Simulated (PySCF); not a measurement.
**Mayer bond orders and bond lengths**

C₈H₁₁OP.
SMILES with atom numbers: `[CH3:1][O:2][c:3]1[cH:4][p:5][c:6]([CH3:7])[c:8]([CH3:9])[cH:10]1` (hydrogens: H11, H12, H13 on C1; H14 on C4; H15, H16, H17 on C7; H18, H19, H20 on C9; H21 on C10)

Geometry (GFN2-xTB, Å), atoms numbered from 1 in this order:
```
atom  x, y, z in Å
C1     3.772    0.114    0.304
O2     2.553   -0.388    0.792
C3     1.390   -0.024    0.176
C4     1.324    0.821   -0.915
P5    -0.140    1.294   -1.708
C6    -1.342    0.450   -0.778
C7    -2.769    0.644   -1.207
C8    -1.045   -0.371    0.310
C9    -2.169   -1.051    1.038
C10    0.248   -0.586    0.751
H11    3.812    1.207    0.366
H12    4.542   -0.310    0.947
H13    3.952   -0.199   -0.730
H14    2.230    1.236   -1.333
H15   -2.817    1.309   -2.067
H16   -3.226   -0.307   -1.481
H17   -3.363    1.078   -0.402
H18   -2.726   -1.698    0.361
H19   -1.788   -1.653    1.858
H20   -2.865   -0.316    1.440
H21    0.418   -1.232    1.600
```

Bond orders from the PBE0/pcSseg-1 density (PySCF). Isolated species at its GFN2-xTB geometry (one conformer only).

Problem. How far do the computed orders between heavy atoms stray from the drawn ones?

Solution. The largest departure is 0.229, at C4–P5 (drawn aromatic, 1.271), counting aromatic bonds as 1.5. The bonds drawn aromatic range from 1.27 to 1.46.

Problem. Set the Mayer orders of the bonds beside their lengths.

Solution. 
| bond | drawn as | length (Å) | Mayer order |
| --- | --- | --- | --- |
| C1–O2 | single | 1.405 | 0.909 |
| O2–C3 | single | 1.367 | 1.020 |
| C3–C4 | aromatic | 1.381 | 1.423 |
| C4–P5 | aromatic | 1.730 | 1.271 |
| P5–C6 | aromatic | 1.739 | 1.356 |
| C6–C7 | single | 1.503 | 1.096 |
| C6–C8 | aromatic | 1.395 | 1.336 |
| C8–C9 | single | 1.501 | 1.101 |
| C8–C10 | aromatic | 1.384 | 1.458 |
| C10–C3 | aromatic | 1.396 | 1.362 |
| C1–H11 | single | 1.095 | 0.954 |
| C1–H12 | single | 1.089 | 0.970 |
| C1–H13 | single | 1.095 | 0.954 |
| C4–H14 | single | 1.081 | 0.912 |
| C7–H15 | single | 1.088 | 0.946 |
| C7–H16 | single | 1.090 | 0.945 |
| C7–H17 | single | 1.090 | 0.945 |
| C9–H18 | single | 1.089 | 0.939 |
| C9–H19 | single | 1.086 | 0.950 |
| C9–H20 | single | 1.089 | 0.939 |
| C10–H21 | single | 1.080 | 0.938 |

By pair of heavy elements: C–O: lowest C1–O2 (0.909, 1.405 Å), highest O2–C3 (1.020, 1.367 Å). C–C: lowest C6–C7 (1.096, 1.503 Å), highest C8–C10 (1.458, 1.384 Å). C–P: lowest C4–P5 (1.271, 1.730 Å), highest P5–C6 (1.356, 1.739 Å); in 1 of the 1 pairs the longer bond (by over 0.003 Å) has the higher order (by 0.02 or more).

Problem. Sum the orders of all bonds at each heavy atom with more than one neighbour and set the sums beside the valence in the SMILES.

Solution. C1 3.787 (drawn 4), O2 1.929 (drawn 2), C3 3.805 (drawn 4), C4 3.606 (drawn 4), P5 2.627 (drawn 3), C6 3.788 (drawn 4), C7 3.932 (drawn 4), C8 3.895 (drawn 4), C9 3.929 (drawn 4), C10 3.758 (drawn 4). Orders between atoms that aren't bonded are not in these sums.

The Mayer order sums products of elements of PS (density times overlap matrix) between the two atoms' basis functions, so it depends on the basis set.
